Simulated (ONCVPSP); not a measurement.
**Building the ONCV potential for Hg (Z = 80) (PBE, non-relativistic).**

Input for ONCVPSP 4.0.1:

```
# ATOM AND REFERENCE CONFIGURATION
# atsym  z   nc   nv     iexc    psfile
  Hg 80.00    9    5        4      upf
#
#   n    l    f
    1    0    2.00
    2    0    2.00
    2    1    6.00
    3    0    2.00
    3    1    6.00
    3    2   10.00
    4    0    2.00
    4    1    6.00
    4    2   10.00
    4    3   14.00
    5    0    2.00
    5    1    6.00
    5    2   10.00
    6    0    2.00
#
# PSEUDOPOTENTIAL AND OPTIMIZATION
# lmax
    3
#
#   l,   rc,      ep,       ncon, nbas, qcut
    0    1.60    0.00    4    6    9.20
    1    0.50    0.00    3    6   17.70
    2    1.70    0.00    3    7    8.90
    3    0.80    0.00    4    9   19.40
#
# LOCAL POTENTIAL
# lloc, lpopt,  rc(5),   dvloc0
    4    2    0.40    1.00
#
# VANDERBILT-KLEINMAN-BYLANDER PROJECTORs
# l, nproj, debl
    0    2    3.70
    1    1    3.70
    2    2    3.80
    3    3    1.80
#
# MODEL CORE CHARGE
# icmod, fcfact, rcfact
    3    5.00    1.50
#
# LOG DERIVATIVE ANALYSIS
# epsh1, epsh2, depsh
   -6.00    5.00    0.04
#
# OUTPUT GRID
# rlmax, drl
    6.00    0.01
#
# TEST CONFIGURATIONS
# ncnf
    4
# nvcnf
#   n    l    f
    5
    4    3   14.00
    5    0    2.00
    5    1    6.00
    5    2   10.00
    6    0    1.00
#
    5
    4    3   14.00
    5    0    2.00
    5    1    6.00
    5    2   10.00
    6    0    0.00
#
    5
    4    3   14.00
    5    0    2.00
    5    1    6.00
    5    2    9.00
    6    0    0.00
#
    5
    4    3   13.00
    5    0    2.00
    5    1    6.00
    5    2   10.00
    6    0    2.00
#
```

Command:

```bash
oncvpspnr.x < Hg.dat > Hg.out
```

The program printed (shortened: citation, most of the input echo, consistency checks and plot data are left out):

```
ONCVPSP  (Optimized Norm-Conservinng Vanderbilt PSeudopotential)
scalar-relativistic version 4.0.1

test_data: must have ncon+3 <= nbas <= ncon+5, l=   0
 for nproj=2
ERROR: test_data found   1 ERROR; stopping
```

oncvpspnr.x prints “scalar-relativistic version” in its banner although the run is non-relativistic.

The run stopped because the input breaks a rule of the program on the basis size: nbas must lie between ncon + 3 and ncon + 5.

The run took about 0.02 s on one core of a shared server CPU.
